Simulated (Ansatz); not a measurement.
Start from `CNN` and change one atom or group to get `C[NH][SnH3]`.

Ansatz, PBE0-D4/def2-TZVP geometries, multiplicity 1. Each molecule was computed in one conformer, which needn't be the lowest.

Elements past krypton have def2 core potentials.

| property | `CNN` |
| --- | --- |
| LUMO energy (PBE0/def2-TZVPP) / eV | 0.98 |
| size of the dipole moment (ωB97M-V/def2-TZVPP) / D | 1.87 |
| HOMO energy (ωB97M-V/def2-TZVPP) / eV | -8.98 |
| HOMO–LUMO gap (PBE/def2-TZVPP) / eV | 5.23 |
| size of the dipole moment (B3LYP/def2-TZVPP) / D | 1.84 |
| HOMO energy (PBE/def2-TZVPP) / eV | -5.08 |

Q: Give the same properties after the change, and the shifts. (Estimate.)

A: The calculation gave: 
```json
{"property": "LUMO energy (PBE0/def2-TZVPP) / eV", "`C[NH][SnH3]`": "-0.04", "shift": "-1.02"}
{"property": "size of the dipole moment (ωB97M-V/def2-TZVPP) / D", "`C[NH][SnH3]`": "0.79", "shift": "-1.08"}
{"property": "HOMO energy (ωB97M-V/def2-TZVPP) / eV", "`C[NH][SnH3]`": "-8.82", "shift": "0.16"}
{"property": "HOMO–LUMO gap (PBE/def2-TZVPP) / eV", "`C[NH][SnH3]`": "4.34", "shift": "-0.89"}
{"property": "size of the dipole moment (B3LYP/def2-TZVPP) / D", "`C[NH][SnH3]`": "0.77", "shift": "-1.07"}
{"property": "HOMO energy (PBE/def2-TZVPP) / eV", "`C[NH][SnH3]`": "-5.15", "shift": "-0.07"}
```

With PBE0 the HOMO rises by 0.07 eV and the LUMO falls by 1.02 eV, so the gap narrows by about 1.09 eV. PBE moves the HOMO by -0.07 eV and ωB97M-V by 0.16 eV. The zero-point energy changes by -21.1 kJ/mol with +3 modes. Dipoles are sizes alone; their direction can turn.

B3LYP here is the variant with VWN-RPA as its local correlation; programs differ in this.
